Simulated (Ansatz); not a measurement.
C₂H₈InNO₂, SMILES `C[O][In]([NH2])[O]C` at its PBE0-D4/def2-TZVP geometry, where that method's forces vanish. Charge 0, multiplicity 1. In takes the def2 core potential.

```xyz
14

C    -1.5040    1.6965   -1.6463
O    -0.2083    1.8342   -1.1162
In    0.6054    0.4240   -0.0059
N     2.4271    0.6061    0.8295
O    -0.6595   -1.0511    0.3959
C    -0.3144   -2.1285    1.2235
H    -1.4892    1.1864   -2.6183
H    -1.9248    2.6963   -1.8011
H    -2.1873    1.1422   -0.9913
H     3.0675    1.1999    0.3204
H     2.8909   -0.2682    1.0352
H     0.0077   -1.8154    2.2270
H     0.4839   -2.7541    0.7983
H    -1.1950   -2.7684    1.3493
```

Question: What forces (eV/Å) does r2SCAN-D4/def2-TZVPP give on these atoms in Ansatz 0.2.0? (Best estimate.)

Answer: The calculation gave: 
```
C1  -0.296 -0.062 -0.112
O2   0.226  0.173  0.041
In3  0.067 -0.048 -0.043
N4   0.056  0.068  0.140
O5  -0.236  0.127 -0.160
C6   0.105 -0.231  0.189
H7   0.000  0.001  0.001
H8   0.011 -0.003  0.005
H9   0.002  0.003  0.001
H10  0.034 -0.011 -0.034
H11  0.029 -0.027 -0.025
H12  0.001  0.000  0.003
H13  0.001 -0.001 -0.001
H14  0.001  0.009 -0.005
```
